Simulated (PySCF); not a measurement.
C5H15Si2Te (SMILES C[Si](C)[Te][Si](C)(C)C), doublet, geometry from GFN2-xTB (core potentials on Te); DF-B3LYP/def2-SV(P) run with PySCF.

The PySCF input:
```python
from pyscf import gto, scf, dft

mol = gto.Mole()
mol.atom = '''
    C     2.27156700    0.89793956   -2.02860975
    Si    1.91514811   -0.42374851   -0.68613995
    C     3.55327639   -0.63530853    0.27511750
    Te    0.18092802    0.36073992    0.98517248
    Si   -1.81279949   -0.27760009   -0.39360376
    C    -1.72882390    0.40671885   -2.16963847
    C    -2.00376988   -2.17070546   -0.49071792
    C    -3.32294624    0.46121478    0.49059152
    H     1.37082933    1.16701804   -2.57096433
    H     3.00376352    0.54951186   -2.75084905
    H     2.66417299    1.80126231   -1.56630532
    H     4.35043544   -0.99717192   -0.36689663
    H     3.86932989    0.31786525    0.69281728
    H     3.44022286   -1.33537411    1.09640064
    H    -0.92564339   -0.06505511   -2.72764309
    H    -1.55160775    1.47788123   -2.17161766
    H    -2.65490836    0.22578445   -2.70664160
    H    -2.10112531   -2.60273960    0.50039885
    H    -2.88245572   -2.45393471   -1.06233719
    H    -1.13806834   -2.62417882   -0.96413776
    H    -4.24602225    0.19604808   -0.01586940
    H    -3.39042759    0.09975123    1.51189755
    H    -3.26545342    1.54458120    0.52873333
'''
mol.basis = 'def2-sv(p)'
mol.ecp = {'Te': 'def2-sv(p)'}
mol.spin = 1
mol.verbose = 4
mol.build()

mf = dft.UKS(mol)
mf.xc = 'b3lyp'
mf.diis_space = 2
mf = mf.density_fit(auxbasis='def2-universal-jkfit')
mf.kernel()
```

The log (banner, timings and long lists left out):

```
PySCF version 2.14.0

[INPUT] verbose = 4
[INPUT] num. atoms = 23
[INPUT] num. electrons = 97
[INPUT] charge = 0
[INPUT] spin (= nelec alpha-beta = 2S) = 1
[INPUT] symmetry False subgroup None
[INPUT] Mole.unit = angstrom
[INPUT] Symbol           X                Y                Z      unit          X                Y                Z       unit  Magmom
[...]
nuclear repulsion = 696.809520750031
number of shells = 86
number of NR pGTOs = 313
number of NR cGTOs = 162
basis = def2-sv(p)
ecp = {'Te': 'def2-sv(p)'}

******** <class 'pyscf.df.df_jk.DFUKS'> ********
method = DFUKS
initial guess = minao
damping factor = 0
level_shift factor = 0
DIIS = <class 'pyscf.scf.diis.CDIIS'>
diis_start_cycle = 1
diis_space = 2
diis_damp = 0
SCF conv_tol = 1e-09
SCF conv_tol_grad = None
SCF max_cycles = 50
direct_scf = False
number electrons alpha = 49  beta = 48
XC library pyscf.dft.libxc version 7.1.2
    S. Lehtola, C. Steigemann, M. J. T. Oliveira, and M. A. L. Marques,  SoftwareX 7, 1–5 (2018)
XC functionals = b3lyp
    P. J. Stephens, F. J. Devlin, C. F. Chabalowski, and M. J. Frisch,  J. Phys. Chem. 98, 11623 (1994)
radial grids:
    Treutler-Ahlrichs [JCP 102, 346 (1995); DOI:10.1063/1.469408] (M4) radial grids

becke partition: Becke, JCP 88, 2547 (1988); DOI:10.1063/1.454033
pruning grids: <function nwchem_prune>
grids dens level: 3
symmetrized grids: False
atomic radii adjust function: <function treutler_atomic_radii_adjust>
small_rho_cutoff = 0
Set gradient conv threshold to 3.16228e-05
tot grids = 278032
******** <class 'pyscf.df.df.DF'> ********
auxbasis = def2-universal-jkfit
init E= -1018.73674450997

cycle= 1 E= -1043.69163826765  delta_E=  -25  |g|=  2.2  |ddm|= 7.16
cycle= 2 E= -1036.35217411384  delta_E= 7.34  |g|= 2.98  |ddm|= 23.5
cycle= 3 E= -1045.30849978693  delta_E= -8.96  |g|= 1.07  |ddm|=   23
cycle= 4 E= -1045.8182691988  delta_E= -0.51  |g|= 0.856  |ddm|= 3.37
cycle= 5 E= -1046.2883433345  delta_E= -0.47  |g|= 0.335  |ddm|= 1.71
cycle= 6 E= -1046.25917652807  delta_E= 0.0292  |g|= 0.392  |ddm|= 1.44
cycle= 7 E= -1046.35078044875  delta_E= -0.0916  |g|= 0.207  |ddm|= 0.935
cycle= 8 E= -1046.36058382935  delta_E= -0.0098  |g|= 0.174  |ddm|= 0.575
cycle= 9 E= -1046.37486079077  delta_E= -0.0143  |g|= 0.101  |ddm|= 0.426
cycle= 10 E= -1046.37188733459  delta_E= 0.00297  |g|= 0.118  |ddm|= 0.346
cycle= 11 E= -1046.380307318  delta_E= -0.00842  |g|= 0.0533  |ddm|= 0.235
cycle= 12 E= -1046.38012200011  delta_E= 0.000185  |g|= 0.0562  |ddm|= 0.17
cycle= 13 E= -1046.38151447143  delta_E= -0.00139  |g|= 0.0328  |ddm|= 0.125
cycle= 14 E= -1046.38148625803  delta_E= 2.82e-05  |g|= 0.0338  |ddm|= 0.0996
cycle= 15 E= -1046.38209804808  delta_E= -0.000612  |g|= 0.018  |ddm|= 0.0686
cycle= 16 E= -1046.38200360756  delta_E= 9.44e-05  |g|= 0.0208  |ddm|= 0.0582
cycle= 17 E= -1046.38223421667  delta_E= -0.000231  |g|= 0.011  |ddm|= 0.0443
cycle= 18 E= -1046.38223501253  delta_E= -7.96e-07  |g|= 0.0112  |ddm|= 0.0319
cycle= 19 E= -1046.38228888045  delta_E= -5.39e-05  |g|= 0.00667  |ddm|= 0.0235
cycle= 20 E= -1046.38228127582  delta_E= 7.6e-06  |g|= 0.00736  |ddm|= 0.0214
cycle= 21 E= -1046.3823120996  delta_E= -3.08e-05  |g|= 0.00378  |ddm|= 0.0148
cycle= 22 E= -1046.38230896626  delta_E= 3.13e-06  |g|= 0.00424  |ddm|= 0.0116
cycle= 23 E= -1046.38231760079  delta_E= -8.63e-06  |g|= 0.0024  |ddm|= 0.00926
cycle= 24 E= -1046.38231764867  delta_E= -4.79e-08  |g|= 0.00246  |ddm|= 0.00708
cycle= 25 E= -1046.38232045969  delta_E= -2.81e-06  |g|= 0.00141  |ddm|= 0.00493
cycle= 26 E= -1046.38231992707  delta_E= 5.33e-07  |g|= 0.00161  |ddm|= 0.00461
cycle= 27 E= -1046.3823214074  delta_E= -1.48e-06  |g|= 0.000831  |ddm|= 0.00336
cycle= 28 E= -1046.38232132887  delta_E= 7.85e-08  |g|= 0.000898  |ddm|= 0.00243
cycle= 29 E= -1046.38232167914  delta_E= -3.5e-07  |g|= 0.000528  |ddm|= 0.00193
cycle= 30 E= -1046.38232166386  delta_E= 1.53e-08  |g|= 0.000558  |ddm|= 0.00163
cycle= 31 E= -1046.3823218251  delta_E= -1.61e-07  |g|= 0.000305  |ddm|= 0.0011
cycle= 32 E= -1046.38232179801  delta_E= 2.71e-08  |g|= 0.000351  |ddm|= 0.000972
cycle= 33 E= -1046.38232186411  delta_E= -6.61e-08  |g|= 0.000187  |ddm|= 0.000753
cycle= 34 E= -1046.38232186307  delta_E= 1.05e-09  |g|= 0.000197  |ddm|= 0.000539
cycle= 35 E= -1046.38232187944  delta_E= -1.64e-08  |g|= 0.000117  |ddm|= 0.000403
cycle= 36 E= -1046.38232187726  delta_E= 2.17e-09  |g|= 0.000128  |ddm|= 0.000374
cycle= 37 E= -1046.38232188642  delta_E= -9.16e-09  |g|= 6.74e-05  |ddm|= 0.000257
cycle= 38 E= -1046.38232188535  delta_E= 1.07e-09  |g|= 7.62e-05  |ddm|= 0.000203
cycle= 39 E= -1046.38232188814  delta_E= -2.79e-09  |g|= 4.27e-05  |ddm|= 0.000165
cycle= 40 E= -1046.38232188813  delta_E= 8.19e-12  |g|= 4.45e-05  |ddm|= 0.000125
cycle= 41 E= -1046.38232188903  delta_E= -8.97e-10  |g|= 2.57e-05  |ddm|= 8.65e-05
Extra cycle  E= -1046.38232188836  delta_E= 6.7e-10  |g|= 3.98e-05  |ddm|= 0.000104
converged SCF energy = -1046.38232188836  <S^2> = 0.75216513  2S+1 = 2.002164
```
